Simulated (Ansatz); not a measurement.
Reaction (hydrogenolysis of a C–C bond): `CCC#CCCCCC` + H₂ → `C#CCCCCC` + `CC`

Computed with Ansatz on PBE0-D4/def2-TZVP structures; ΔE is electronic, products minus reactants. CCSD(T)/CBS adds triple-zeta CCSD(T) − MP2 to the extrapolated MP2 energy (def2 sets, frozen cores). This one scheme is used for every species. Functionals use def2-TZVPP. B3LYP here is the variant with VWN-RPA as its local correlation; programs differ in this. One conformer a species, not always the lowest.

`CCC#CCCCCC`:

Cartesian coordinates in Å:
```
C -2.580 1.471 1.940
C -2.928 -0.015 1.979
C -1.988 -0.832 1.228
C -1.193 -1.486 0.604
C -0.228 -2.252 -0.170
C 0.497 -1.414 -1.226
C 1.327 -0.288 -0.636
C 2.027 0.554 -1.689
C 2.856 1.678 -1.092
H -3.306 2.051 2.514
H -1.589 1.647 2.362
H -2.578 1.841 0.913
H -3.937 -0.169 1.582
H -2.955 -0.361 3.018
H 0.508 -2.696 0.510
H -0.741 -3.089 -0.655
H 1.140 -2.079 -1.812
H -0.243 -1.000 -1.919
H 0.680 0.352 -0.025
H 2.074 -0.708 0.049
H 2.667 -0.090 -2.304
H 1.277 0.972 -2.371
H 3.633 1.285 -0.431
H 2.232 2.354 -0.500
H 3.347 2.272 -1.867
```

H₂:

Z-matrix (Å, degrees):
```
H
H 1 0.746
```

`C#CCCCCC`:

```xyz
19

C     0.970   -1.266    2.792
C     1.261   -0.428    1.984
C     1.587    0.592    1.001
C     0.365    1.385    0.525
C    -0.736    0.534   -0.088
C    -0.321   -0.233   -1.334
C    -1.476   -0.996   -1.960
H     0.720   -2.011    3.511
H     2.320    1.280    1.434
H     2.083    0.116    0.149
H    -0.040    1.943    1.374
H     0.710    2.125   -0.205
H    -1.581    1.186   -0.337
H    -1.105   -0.173    0.664
H     0.100    0.466   -2.067
H     0.480   -0.937   -1.086
H    -1.894   -1.719   -1.254
H    -2.283   -0.319   -2.253
H    -1.161   -1.544   -2.850
```

`CC`:

```xyz
8

C     0.672   -0.270    0.229
C    -0.672    0.270   -0.229
H     1.194   -0.780   -0.585
H     1.323    0.530    0.587
H     0.556   -0.989    1.044
H    -1.195    0.779    0.585
H    -1.323   -0.530   -0.587
H    -0.556    0.989   -1.044
```

```csv
level,ΔE (kJ/mol),difference from CCSD(T)/CBS
PBE-D4,-32.6,7.2
B97M-V,-41.9,-2.1
B3LYP-D4,-39.2,0.6
PBE-QIDH,-38.4,1.4
CAM-B3LYP,-45.9,-6.1
HF/def2-SVP,-54.7,-14.9
MP2/def2-SVP,-34.6,5.2
CCSD/def2-SVP,-43.1,-3.3
SCS-MP2/def2-QZVPP,-38.8,1.0
HF/CBS(def2),-55.6,-15.8
CCSD(T)/CBS,-39.8,0
```

Largest T1 diagnostic among the species: 0.010.

In def2-TZVPP, CCSD(T) changes the Hartree–Fock value by +14.7 kJ/mol (the triples alone add +3.9 kJ/mol) and MP2 by +20.9 kJ/mol. The D4 term adds +6.9 kJ/mol with B3LYP and +4.2 kJ/mol with PBE0; it sums over pairs of atoms, weighted by their polarisabilities, and B3LYP, whose exchange is more repulsive, gets the larger term. From BLYP to BHLYP (50 % exact exchange), in def2-TZVPP and without D4, ΔE moves by −3.5 kJ/mol.
